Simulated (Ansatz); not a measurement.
FeCl₃. Total charge 0; quartet. Geometry PBE-D4/def2-SVP; atoms count from 1.

```xyz
4

Fe    0.055   -0.126    0.063
Cl   -0.705    1.618   -0.812
Cl   -0.422   -1.817   -1.110
Cl    1.072    0.326    1.858
```

The charge 0 quartet is spin-contaminated (final ⟨S²⟩ up to 4.07, 3.75 for a pure state). At PBE0-D4/def2-TZVP a sextet of charge 0 lies 0.92 eV below the quartet, each at its own geometry. The structure comes from a short search, and lower isomers may exist.

Problem. Estimate the Mulliken populations from the PBE0/def2-TZVP orbitals of Ansatz.

Solution. 
```
atom  charge (e)  spin (α − β)  d electrons
 Fe1        0.82          3.02         6.31
 Cl2       -0.24         -0.08            –
 Cl3       -0.29          0.03            –
 Cl4       -0.29          0.03            –
```
Mulliken values and Mayer orders depend strongly on the basis.

Problem. Where does the spin sit?

Solution. Summed by element: Fe 3.02, Cl -0.02, of 3 unpaired in all. Largest on single atoms: Fe1 3.02, Cl2 -0.08, Cl3 0.03.

Problem. And the Mayer bond orders between bonded heavy atoms (over 0.3)?

Solution. Fe1–Cl2 1.06 (2.09 Å); Fe1–Cl3 1.07 (2.11 Å); Fe1–Cl4 1.07 (2.11 Å).
